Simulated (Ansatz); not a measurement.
F2O (SMILES FOF), singlet, geometry from GFN2-xTB; CAM-B3LYP/pcseg-1 (Ansatz, a quantum-chemistry and plane-wave program).

Input for Ansatz:
Ansatz 0.2 input:
```yaml
crystal:
  periodic: [false, false, false]
  atoms:
    - {symbol: F, position_ang: [0.01888970, 1.09187156, -0.24723650]}
    - {symbol: O, position_ang: [-0.02243225, -0.00276003, 0.56897714]}
    - {symbol: F, position_ang: [0.00105008, -1.08941820, -0.25852096]}
basis:
  gaussian:
    orbitals: pcseg-1.json
hamiltonian:
  xc: cam_b3lyp
```
The basis file holds pcseg-1 in the JSON format of the Basis Set Exchange.

It wrote (shortened):

```
Functional definition: CAM-B3LYP
386 factors; integrals over basis functions are off by at most 8.7e-4 eV
90 factors; integrals over basis functions are off by at most 6.3e-6 eV
mean field evaluation 1: about -7469.2978 eV, gradient 2.7e1 eV
mean field evaluation 2: about -7468.4480 eV, gradient 3.7e1 eV
mean field evaluation 4: about -7470.4286 eV, gradient 4.0e-1 eV
mean field evaluation 8: about -7470.4258 eV, gradient 3.2e-2 eV
mean field evaluation 16: about -7470.4258 eV, gradient 1.3e-5 eV
mean field -7470.42583524 eV, -274.5330858086 hartree, gradient 8.8e-6 eV, S^2 0.000000; 0 other end points of the search recorded, 0 dependent functions left out
reference -7470.42589089 eV, -274.5330878536 hartree; 13, 13 occupied and 29, 29 virtual orbitals, 386 factors
Total energy: -7470.42589089 eV, -274.5330878536 hartree
```
